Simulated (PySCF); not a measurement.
Estimate the missing entries of this data sheet.

H₉N₃Si₃.
SMILES: `N1[SiH2]N[SiH2]N[SiH2]1`

```json
{"property": "rotational constants A, B, C of the GFN2-xTB geometry", "level": "GFN2-xTB", "value": "?"}
{"property": "dipole moment", "level": "B3LYP/def2-SVPD", "value": "0.03 D"}
{"property": "HOMO energy", "level": "B3LYP/def2-SVPD", "value": "-6.91 eV"}
{"property": "LUMO energy", "level": "B3LYP/def2-SVPD", "value": "0.02 eV"}
{"property": "lowest singlet excitation", "level": "TDDFT B3LYP/def2-SVPD", "value": "?"}
{"property": "lowest triplet excitation (Tamm–Dancoff)", "level": "TDA B3LYP/def2-SVPD", "value": "?"}
{"property": "static isotropic polarisability", "level": "B3LYP/def2-SVPD", "value": "?"}
{"property": "electronic spatial extent ⟨r²⟩ about the centre of nuclear charge", "level": "B3LYP/def2-SVPD", "value": "1064 bohr²"}
{"property": "1H chemical shifts (computed TMS as zero) by class", "level": "GIAO PBE0/pcSseg-1", "value": "?"}
{"property": "isotropic shieldings of nuclei other than C and H, by class", "level": "GIAO PBE0/pcSseg-1", "value": "255 (3 N), 386 (3 Si) ppm"}
```

The electronic properties come from PySCF, for the isolated species, density fitting. NMR classes are plain means over equivalent atoms (diastereotopic ones count apart unless rotation or inversion swaps them), as if these changed places fast; in this geometry the members of some classes differ.

(1) Give the lowest triplet excitation (Tamm–Dancoff).

(2) The rotational constants A, B, C of the GFN2-xTB geometry?

(3) The 1H chemical shifts (computed TMS as zero) by class?

(4) The static isotropic polarisability?

(5) What is the lowest singlet excitation?

Answers

(1) 5.76 eV.

(2) 2.193, 2.170, 1.152 GHz.

(3) 5.58 (6 H), -0.74 (3 H) ppm.

(4) 93.6 au.

(5) 5.99 eV (207 nm, f = 0.004).

The rotational constants are those of a nearly oblate symmetric top. The polarisability is 13.86 Å³ as a volume (1 au = 0.148185 Å³), or 1.30 au for each of the 72 electrons. No computed singlet falls in the visible range (750 to 380 nm, 1.65 to 3.26 eV); S1 lies 2.73 eV above its blue end. The 8 singlets span 5.99 to 6.49 eV, and their oscillator strengths add up to 0.05. With B = h/(8π²I), that is 505.379 GHz u Å² over I, the principal moments of inertia are 230.4, 232.9 and 438.6 u Å² (most abundant isotopes); the inertial defect Ic − Ia − Ib is -24.7 u Å² (zero for a rigid planar frame, negative otherwise).

One conformer stands for the species.
